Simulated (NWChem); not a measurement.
MoOClF3; SMILES [O]=[Mo]([F])([F])([F])[Cl]

Not confirmed as a minimum by frequencies. def2 effective core potentials on Mo; no spin-orbit coupling.

### Question
Give the equilibrium geometry at PBE0/def2-SVP with def2 effective core potentials on Mo (NWChem) as a Z-matrix, with the point group.

### Answer
point group Cs; any orientation.
```
Mo
O 1 1.6356
F 1 1.8362 2 103.22
F 1 1.8362 2 103.22 3 177.54
F 1 1.8366 2 107.64 3 88.77
Cl 1 2.2727 2 105.54 3 -91.23
```
